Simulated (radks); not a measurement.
Computed order of ionisation of technetium. At each step one electron was removed from each of the four highest sub-shells of the ion before, moves of one valence electron (up to charge 6) and the configuration listed by NIST were tried, and the lowest configuration was kept. Level of theory: scalar-relativistic Kohn-Sham, LDA (Slater exchange, Perdew-Wang correlation), spin-polarised, spherical densities, finite nucleus; Fermi nuclear charge, rms radius of each element as measured or else 0.836 A^(1/3) + 0.57 fm (a radial shooting solver on a logarithmic mesh with Libxc functionals). Open shells are filled with parallel spins first.

species,lowest configuration found,NIST configuration,margin to the next tried (eV),IE (eV),NIST IE (eV),kind
Tc,[Kr] 4d6 5s1,[Kr] 4d5 5s2 lies 0.001 eV higher,0.001,7.308,7.119,exp.
Tc+,[Kr] 4d5 5s1,same,0.601,15.890,15.260,semi-emp.
Tc2+,[Kr] 4d5,same,5.193,30.097,29.550,semi-emp.
Tc3+,[Kr] 4d4,same,8.510,43.335,41,theory
Tc4+,[Kr] 4d3,same,12.160,57.683,57,theory
Tc5+,[Kr] 4d2,same,16.073,72.981,72,theory
Tc6+,[Kr] 4d1,same,20.199,89.100,88,theory
Tc7+,[Kr],same,43.926,152.10,150,theory
Tc8+,[Ar] 3d10 4s2 4p5,same,30.480,171.88,169,theory
Tc9+,[Ar] 3d10 4s2 4p4,same,31.061,191.86,190,theory
Tc10+,[Ar] 3d10 4s2 4p3,same,31.643,217.64,214,theory
Tc11+,[Ar] 3d10 4s2 4p2,same,26.194,239.18,239,theory
Tc12+,[Ar] 3d10 4s2 4p1,same,28.180,260.81,262.1,semi-emp.
Tc13+,[Ar] 3d10 4s2,same,30.584,315.89,311,theory

Reference values: NIST Atomic Spectra Database (exp. = measured, semi-emp. = semi-empirical, theory = theoretical value adopted there). Open shells are spherical and high-spin; term and fine-structure splittings are not resolved.
